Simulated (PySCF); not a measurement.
## Polarisability and C₆ of O⁻ (oxygen, charge -1)

[He] 2s2 2p5, 2P determinant. Computed with PySCF 2.14 in dyall-av3z (15s9p3d2f, 71 functions), with no relativity, point nucleus. Coupled (time-dependent) response in atomic units; α is the mean over directions.

```json
{"method": "UHF", "mean α (bohr³)": "12.65", "α xx, yy, zz": "8.295, 14.83, 14.83", "C₆ (like pair)": "54.25", "S(−4)": "145.0"}
```

S(−4) is the Cauchy moment in α(ω) = α(0) + S(−4) ω² + …

α(iu) at UHF:

```json
{"u (hartree)": "0", "α(iu) (bohr³)": "12.65"}
{"u (hartree)": "0.0500", "α(iu) (bohr³)": "12.31"}
{"u (hartree)": "0.100", "α(iu) (bohr³)": "11.46"}
{"u (hartree)": "0.200", "α(iu) (bohr³)": "9.488"}
{"u (hartree)": "0.300", "α(iu) (bohr³)": "7.906"}
{"u (hartree)": "0.500", "α(iu) (bohr³)": "5.790"}
{"u (hartree)": "0.750", "α(iu) (bohr³)": "4.115"}
{"u (hartree)": "1.00", "α(iu) (bohr³)": "3.019"}
{"u (hartree)": "1.50", "α(iu) (bohr³)": "1.777"}
{"u (hartree)": "2.00", "α(iu) (bohr³)": "1.158"}
{"u (hartree)": "3.00", "α(iu) (bohr³)": "0.6019"}
{"u (hartree)": "5.00", "α(iu) (bohr³)": "0.2490"}
```

A single London oscillator, α(iu) = α/(1 + u²/ω²), gives C₆ = (3/4) ω α². Matching the computed C₆ needs ω = 4 × 54.25 / (3 × 12.65²) = 0.452 hartree.

For an ion, C₆ is the dispersion term alone; charge-induced terms of lower order in 1/R come first.

The components differ because the open shell of this determinant is not spherical; for a pure term their mean is the scalar polarisability.
